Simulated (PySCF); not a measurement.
Se(Cl)(SiH3) (ClH3SeSi), SMILES [SiH3][Se]Cl. Atoms are numbered in the order given.

```xyz
6

Se     0.7774     0.0868     0.0000
Cl    -0.8375     1.5840     0.0000
Si    -0.6701    -1.6904     0.0000
H      0.2272    -2.8842     0.0000
H     -1.5192    -1.6643    -1.2231
H     -1.5192    -1.6643     1.2231
```

The structure is a stationary point at PBE0-D3(BJ)/def2-SVP.

Calculation: PBE/def2-TZVPD (PySCF).

Symmetry labels are those of the subgroup Cs that the program uses (full group Cs).

Computed valence orbital energies around the gap with their symmetry:
| orbital | symmetry | energy (eV) |
|---|---|---|
| HOMO−7 | A' | -13.46 |
| HOMO−6 | A' | -10.34 |
| HOMO−5 | A' | -9.31 |
| HOMO−4 | A" | -9.23 |
| HOMO−3 | A' | -8.82 |
| HOMO−2 | A" | -8.36 |
| HOMO−1 | A' | -7.31 |
| HOMO | A" | -5.92 |
| LUMO | A' | -3.55 |
| LUMO+1 | A' | -1.44 |
| LUMO+2 | A' | -0.45 |
| LUMO+3 | A" | -0.06 |
